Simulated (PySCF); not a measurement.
Potential energy of GaN⁺ along the bond

Set-up: basis Ga def2-TZVPPD, N def2-TZVPPD; no relativity; PySCF 2.14. Energies in eV from Ga⁺ + N in their ground configurations at the same level. State: ⁴Σ⁻ (quartet), unpaired electrons σ ↑, π ↑↑.

All columns are M06. A positive dipole points towards N; it is taken about the centre of mass and depends on that origin.

| R (Å) | E (eV) | μ (D) | Mulliken charge on Ga (basis-dependent) | HOMO (eV) | LUMO (eV) | Mayer bond order | ⟨S²⟩ |
| --- | --- | --- | --- | --- | --- | --- | --- |
| 2.150 | -0.018 | -0.13 | 0.90 | -15.11 | -10.24 | 0.50 | 3.76 |
| 2.250 | -0.100 | -0.24 | 0.93 | -15.22 | -10.02 | 0.40 | 3.76 |
| 2.350 | -0.151 | -0.38 | 0.94 | -15.31 | -9.81 | 0.32 | 3.76 |
| 2.425 | -0.175 | -0.50 | 0.95 | -15.36 | -9.67 | 0.27 | 3.76 |
| 2.500 | -0.188 | -0.62 | 0.96 | -15.38 | -9.54 | 0.23 | 3.76 |
| 2.575 | -0.194 | -0.75 | 0.97 | -15.39 | -9.42 | 0.20 | 3.76 |
| 2.675 | -0.193 | -0.93 | 0.97 | -15.35 | -9.28 | 0.17 | 3.76 |
| 2.800 | -0.181 | -1.14 | 0.98 | -15.26 | -9.11 | 0.13 | 3.76 |
| 2.950 | -0.158 | -1.38 | 0.98 | -15.07 | -8.94 | 0.10 | 3.76 |
| 3.150 | -0.123 | -1.70 | 0.98 | -14.71 | -8.75 | 0.07 | 3.76 |

A fit through these points gives, at Re = 2.609 Å, μ = -0.81 D and dμ/dR = -1.73 D/Å; the reduced mass is 11.64 u.

How strong is the fundamental in the double-harmonic approximation, I = 42.26·(dμ/dR)²/μred km/mol?

I = 42.26·(-1.73)²/11.64 = 10.9 km/mol at M06.

The bond is weak. Basis-set superposition, not corrected here, can be much of De in a small basis, most of all at correlated wavefunction levels. Spin–orbit coupling is left out. For an ion De counts to the pair picked by the measured ionisation energies or electron affinities, which need not be the lowest pair at this level. The state is the lowest determinant that a PBE0 search found; another state may lie lower at other levels.
